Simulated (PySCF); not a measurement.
## Radial density of B²⁺ (boron, charge +2)

UHF, [He] 2s1, 2S determinant. Calculation: PySCF 2.14, in x2c-TZVPall (5s3p2d1f, 31 functions); scalar relativity by spin-free X2C-1e.

| r (bohr) | 4πr²ρ (e/bohr) | 4πr²(ρα − ρβ) |
| --- | --- | --- |
| 0.00489 | 0.02090 | 0.0008 |
| 0.00823 | 0.05714 | 0.0021 |
| 0.0138 | 0.1515 | 0.0056 |
| 0.0233 | 0.3888 | 0.0141 |
| 0.0392 | 0.9361 | 0.0334 |
| 0.0659 | 2.032 | 0.0702 |
| 0.111 | 3.694 | 0.1188 |
| 0.186 | 5.022 | 0.1336 |
| 0.313 | 4.238 | 0.0516 |
| 0.527 | 1.676 | 0.0090 |
| 0.887 | 0.5741 | 0.3846 |
| 1.49 | 0.6684 | 0.6659 |
| 2.51 | 0.1989 | 0.1989 |
| 4.22 | 0.005357 | 0.0054 |

Densities and radii are taken from the X2C orbitals without a picture-change correction, which distorts them close to the nucleus.
